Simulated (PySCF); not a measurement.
Niobium: a sound run and one with changed settings

Sound run: Nb [Kr] 4d4 5s1, Nb⁺ [Kr] 4d4. Calculation: PySCF 2.14, in x2c-TZVPall; scalar relativity by spin-free X2C-1e. In the sound run the correlated levels freeze [Kr]. The sound run starts from symmetry-adapted Hartree-Fock orbitals and uses a fine grid where one is needed.

Changed run: no relativity, point nucleus. This setting is unsound on purpose.

```csv
species,method,sound run (hartree),changed run (hartree),converged
Nb,UHF,-3817.23462,-3714.70027,yes
Nb,PBE,-3818.95338,-3716.57225,yes
Nb,B3LYP,-3819.38179,-3716.97368,yes
Nb,MP2,-3817.27521,-3714.73962,yes
Nb⁺,UHF,-3817.01435,-3714.49578,yes
Nb⁺,PBE,-3818.69227,-3716.32749,yes
Nb⁺,B3LYP,-3819.12743,-3716.73540,yes
Nb⁺,MP2,-3817.04209,-3714.52307,yes
```

Ionisation energy of Nb:

```json
{"method": "UHF", "sound run (eV)": "5.994", "changed run (eV)": "5.565"}
{"method": "PBE", "sound run (eV)": "7.105", "changed run (eV)": "6.660"}
{"method": "B3LYP", "sound run (eV)": "6.921", "changed run (eV)": "6.484"}
{"method": "MP2", "sound run (eV)": "6.343", "changed run (eV)": "5.893"}
{"method": "SCS-MP2", "sound run (eV)": "6.110", "changed run (eV)": "5.674"}
```

Most of the change in total energy is the relativistic energy itself. On top of that the contraction fixes the core shape for the Hamiltonian it was made with, so the changed run is not a good calculation with the other Hamiltonian either.

For comparison, NIST gives 6.759 eV between the lowest levels.
